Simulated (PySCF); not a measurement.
Species: Zr(SH)4 (singlet state).
Bonds: Zr1–S2, Zr1–S4, Zr1–S6, Zr1–S8. Hydrogens: H3 on S2; H5 on S4; H7 on S6; H9 on S8.

Computed by this run: PBE0-D3(BJ)/def2-SVP geometry optimisation, gas phase, def2 core potentials past Kr in PySCF; density fitting, grid level 1; the optimiser is geomeTRIC in internal coordinates, started from a GFN2-xTB structure with every atom displaced at random (about 0.03 Å).

Step 1: E = -44663.6722 eV
```
atom  x, y, z in Å  |  force x, y, z in eV/Å
Zr1     0.0555   -0.0334    0.0060   -0.057  -0.220   0.110
S2     -0.0190   -0.1814    2.4205   -0.107  -0.057   0.182
H3      0.4226    1.0953    2.5530    0.061  -0.039  -0.057
S4      2.3109    0.0799   -0.8309    0.227  -0.048  -0.171
H5      2.4615   -1.2289   -0.4953    0.015   0.036   0.034
S6     -1.0987    1.9749   -0.5805   -0.190   0.519  -0.003
H7     -0.7237    1.8366   -1.8768   -0.016  -0.062  -0.029
S8     -1.0900   -1.9203   -0.9885    0.190  -0.215  -0.130
H9     -2.1864   -1.6921   -0.2332   -0.123   0.088   0.064
```

Step 2: E = -44663.7010 eV
```
atom  x, y, z in Å  |  force x, y, z in eV/Å
Zr1     0.0480   -0.0296    0.0080   -0.108   0.103  -0.024
S2     -0.0375   -0.1830    2.4315   -0.067  -0.024  -0.007
H3      0.4627    1.0749    2.5447    0.048  -0.054  -0.043
S4      2.3213    0.0629   -0.8393   -0.051  -0.061  -0.039
H5      2.4789   -1.2329   -0.4593    0.016   0.042   0.030
S6     -1.1099    2.0228   -0.5857    0.085   0.001   0.066
H7     -0.7704    1.8434   -1.8886   -0.031  -0.039   0.010
S8     -1.0753   -1.9430   -0.9825    0.217  -0.040  -0.038
H9     -2.1849   -1.6849   -0.2544   -0.109   0.071   0.045
```

Step 3: E = -44663.7232 eV
```
atom  x, y, z in Å  |  force x, y, z in eV/Å
Zr1     0.0327   -0.0129    0.0065   -0.023   0.097  -0.030
S2     -0.0651   -0.1837    2.4280   -0.023  -0.013  -0.063
H3      0.5447    1.0275    2.5112    0.040  -0.037  -0.009
S4      2.3103    0.0473   -0.8461   -0.119  -0.020   0.015
H5      2.4877   -1.2161   -0.3794    0.015   0.025   0.033
S6     -1.1062    2.0587   -0.5820    0.102  -0.114   0.025
H7     -0.8425    1.8095   -1.8920   -0.033  -0.010   0.024
S8     -1.0456   -1.9546   -0.9735    0.031   0.056   0.044
H9     -2.1833   -1.6452   -0.2983    0.010   0.017  -0.040
```

Step 4: E = -44663.7406 eV
```
atom  x, y, z in Å  |  force x, y, z in eV/Å
Zr1     0.0100    0.0134    0.0025    0.029   0.024   0.003
S2     -0.0926   -0.1793    2.4163    0.053   0.007  -0.058
H3      0.7120    0.9159    2.4523    0.016  -0.016   0.042
S4      2.2825    0.0225   -0.8475   -0.046   0.042   0.042
H5      2.5055   -1.1539   -0.2081    0.009   0.001   0.026
S6     -1.0957    2.0995   -0.5921    0.045  -0.157  -0.045
H7     -0.9831    1.7293   -1.8960   -0.021   0.029   0.020
S8     -1.0164   -1.9582   -0.9566   -0.090   0.100   0.010
H9     -2.1894   -1.5587   -0.3965    0.006  -0.030  -0.039
```

**Question.** Estimate the geometry and energy of step 5. (The exact step hangs on the optimiser's Hessian estimate; all steps are aligned on step 4, rigid shifts and turns removed.)

**Answer.** E = -44663.7480 eV, largest force 0.148 eV/Å
```
atom  x, y, z in Å  |  force x, y, z in eV/Å
Zr1     0.0075    0.0154    0.0019    0.046  -0.029   0.017
S2     -0.0810   -0.1803    2.4147    0.048   0.009  -0.029
H3      0.7698    0.8792    2.4505    0.010  -0.014   0.038
S4      2.2807    0.0254   -0.8387   -0.015   0.034   0.030
H5      2.5203   -1.1197   -0.1501    0.004   0.000   0.017
S6     -1.0962    2.0903   -0.6070   -0.001  -0.071  -0.045
H7     -1.0230    1.6943   -1.9054   -0.014   0.020   0.009
S8     -1.0317   -1.9461   -0.9607   -0.118   0.089   0.009
H9     -2.2136   -1.5279   -0.4309    0.041  -0.037  -0.046
```

The energy changes by -0.0074 eV. The first-order estimate −F·Δx gives -0.0089 eV and the mean of the old and new forces, exact on a quadratic surface, -0.0075 eV. The step makes an angle of 74° with the force vector and moves no atom by more than 0.069 Å.

The cost below is that of the whole optimisation. On an Arm Neoverse N1 with one thread, shared host with 64 logical CPUs at a one-minute load of 57, this took 2.2 min wall and 0.51 GiB of memory at its peak.
